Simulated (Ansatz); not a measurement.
`[Cl][SnH]([Cl])[GeH3]` + H–F → `[F][SnH]([Cl])[GeH3]` + HCl  (ligand exchange at the Sn–Cl bond)

Isolated molecules relaxed with PBE0-D4/def2-TZVP in Ansatz; ΔE leaves out vibrations. CCSD(T)/CBS adds triple-zeta CCSD(T) − MP2 to the extrapolated MP2 energy (def2 sets, frozen cores). This one scheme is used for every species. Functionals use def2-TZVPP. def2 core potentials past Kr. For Ge, Sn outer-core shells are correlated without core-valence functions, which leaves a few kJ/mol of doubt a bond. Scalar relativity is left out up to krypton.

| species | BLYP energy (Eh) |
| --- | --- |
| `[Cl][SnH]([Cl])[GeH3]` | -3214.21519 |
| H–F | -100.48139 |
| `[F][SnH]([Cl])[GeH3]` | -2853.87529 |
| HCl | -460.81404 |

Task: Work out ΔE.

Result: ΔE = (-2853.87529) + (-460.81404) − (-3214.21519) − (-100.48139) = 0.00725 Eh = +19.0 kJ/mol. CCSD(T)/CBS gives +38.7 kJ/mol.

Largest T1 diagnostic among the species: 0.013.

From r2SCAN to r2SCAN0 (25 % exact exchange), in def2-TZVPP and without D4, ΔE moves by +7.3 kJ/mol. At CCSD(T), def2-SVP lies −10.6 kJ/mol from the extrapolated value and def2-TZVPP −2.7 kJ/mol.
